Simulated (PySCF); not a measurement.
# How methods differ on the excitation energy of Ar⁺

Ar⁺ [Ne] 3s2 3p5 (2P) → Ar⁺ [Ne] 3s2 3p4 3d1 (high-spin determinant), as a difference of total energies. All numbers are calculated (PySCF 2.14, no relativity, point nucleus, in dyall-acv3z (19s12p6d4f, 113 functions)). Correlated levels: valence: [Ne] frozen; valence and next inner shell: 1s2 frozen; virtual orbitals above 40 to 60 times the deepest correlated orbital energy dropped. The calculations carry no spin-orbit coupling.

```csv
method,excitation energy (eV)
UHF,16.054
LDA,16.682
PBE,16.400
PBE0,16.494
r2SCAN,16.577
M06-2X,16.957
MN15,17.047
revPBE,16.370
MP2 (valence),16.898
SCS-MP2 (valence),17.004
MP2 (valence and next inner shell),16.946
SCS-MP2 (valence and next inner shell),17.043
```

**Question.** How much does correlation contribute at MP2 (valence and next inner shell)?

**Answer.** 16.946 − (16.054) = 0.892 eV, measured against UHF.

The promoted electron is Rydberg-like, and one or two diffuse shells describe it only roughly, which tends to raise the upper state.

The determinant of the upper state mixes LS terms, which raises its energy above the lowest term, most at the Hartree-Fock and MP2 levels.
